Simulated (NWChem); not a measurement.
# NbH2SO2F; SMILES [OH][Nb](=[S])([OH])[F]

```xyz
7

Nb     0.0010     0.2121     0.1281
S     -0.0046    -1.9303     0.0162
F      0.0061     0.7497     1.9144
O     -1.5196     0.8720    -0.7386
H     -2.2770     0.4812    -1.1861
O      1.5214     0.8643    -0.7449
H      2.2750     0.4697    -1.1954
```
Atoms are numbered in this order, from 1.

Level: PBE0/def2-SVP with def2 effective core potentials on Nb (NWChem), optimised geometry, unscaled harmonic frequencies. def2 effective core potentials on Nb; no spin-orbit coupling.

Task: List the harmonic frequencies with IR intensities, and the thermochemistry.

Result: 
```csv
frequency (cm⁻¹),IR intensity (km/mol)
176,4.2
179,6.7
185,1.4
194,0.9
213,3.2
348,213.9
354,53.9
465,141.5
484,220.8
585,85.6
705,152.9
760,115.8
771,150.6
3929,453.4
3935,135.9
```

| Item | Result |
|---|---|
| zero-point energy | 19.0 kcal/mol |
| thermal correction to the enthalpy at 298.15 K (with zero-point energy) | 24.2 kcal/mol |
| heat capacity Cv | 24.3 cal/(mol K) |
| entropy at 298.15 K and 1 atm (symmetry number 1) | 85.3 cal/(mol K) |

Rigid rotor and harmonic oscillator.
